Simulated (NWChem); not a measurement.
System: CH$_{2}$N, doublet; SMILES C=[N]

```xyz
4

C      0.0000     0.0000     0.5066
N      0.0000     0.0000    -0.7357
H      0.0000    -0.9435     1.0891
H      0.0000     0.9435     1.0891
```
Atoms are numbered in this order, from 1.

Program: NWChem. Spin-unrestricted. In the optimisation the excess spin sits in b2 (C2v, its own frame). The geometry was optimised at PBE0/def2-SVP, spin-unrestricted. No stability test was run on the SCF state. Solvent water, SMD (1 M gas to 1 M solution), gas-phase geometry. Reactions with the solvent are ignored.

```tsv
level	basis functions	solvation free energy (kcal/mol)	cavity-dispersion-structure term (kcal/mol)	dipole in solution (D)	relative time
M06-2X/cc-pVDZ	38	-3.0	1.6	3.02	1
M06-2X/aug-cc-pVDZ	64	-3.8	1.6	3.42	2
M06-2X/cc-pVTZ	88	-3.7	1.6	3.33	3
M06-2X/aug-cc-pVTZ	138	-3.9	1.6	3.45	10
M06-2X/cc-pVQZ	170	-3.7	1.6	3.39	20
```

The last column is a rough cost ratio, cheapest run = 1.
